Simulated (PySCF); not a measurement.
**Bond length, frequency and bond energy of RbLi⁺ by level of theory**

State: ²Σ⁺ (doublet), unpaired electrons σ ↑. Set-up: PySCF, scalar-relativistic core potentials, basis sets Rb def2-SVPD with ECP28, Li def2-SVPD. De refers to Rb⁺ + Li in their ground configurations, without counterpoise correction. The functionals are run spin-unrestricted. A positive dipole points towards Li; it is taken about the centre of mass and depends on that origin.

| Level | Re (Å) | ωe (cm⁻¹) | De (eV) | μ (D) |
| --- | --- | --- | --- | --- |
| UHF | 4.288 | 119 | 0.385 | 4.12 |
| UHF-MP2 | 4.176 | 125 | 0.436 | n/a |
| UHF-SCS-MP2 | 4.194 | 124 | 0.426 | n/a |
| UHF-CCSD | 4.158 | 126 | 0.445 | n/a |
| UHF-CCSD(T) | 4.155 | 126 | 0.447 | n/a |
| LDA | 3.996 | 129 | 0.58 | 5.32 |
| PBE | 4.100 | 123 | 0.51 | 4.98 |
| r²SCAN | 4.085 | 128 | 0.477 | 4.64 |
| r²SCANh | 4.078 | 129 | 0.478 | 4.62 |
| PBE0 | 4.099 | 127 | 0.480 | 4.72 |
| B97-3 | 4.196 | 122 | 0.373 | 4.54 |
| HSE06 | 4.098 | 126 | 0.484 | 4.78 |

**Question.** Which functional lies closest to UHF-CCSD(T) in De, which farthest, and by how much do they differ from it?

**Answer.** Closest is r²SCAN (-7.0 pm in Re, +1.6 % in ωe, +0.03 eV in De against UHF-CCSD(T) in the same basis), farthest LDA (-15.9 pm in Re, +2.4 % in ωe, +0.13 eV in De). CCSD(T) converges more slowly with the basis than the functionals do and binds too weakly in this one, so the order can change at the basis-set limit.

**Question.** What does a quarter of exact exchange do here, going from PBE to PBE0?

**Answer.** PBE0 less PBE: -0.1 pm in Re, +3.3 % in ωe, -0.03 eV in De. Exact exchange removes part of the self-interaction that spreads semilocal densities, and in most molecules shortens and stiffens the bond and lowers De; so it does here.

**Question.** What does the step from GGA to meta-GGA do here, going from PBE to r²SCAN?

**Answer.** r²SCAN less PBE: -1.5 pm in Re, +4.1 % in ωe, -0.03 eV in De. 

Correlated steps freeze no core orbitals. Correlated levels converge slowly with the basis: in double zeta they bind strong bonds too weakly, by up to about 1 eV, and carry superposition errors of some tenths. Spin–orbit coupling is left out. For an ion De counts to the pair picked by the measured ionisation energies or electron affinities, which need not be the lowest pair at this level. The state was picked by a PBE0 search and need not be the measured ground state.
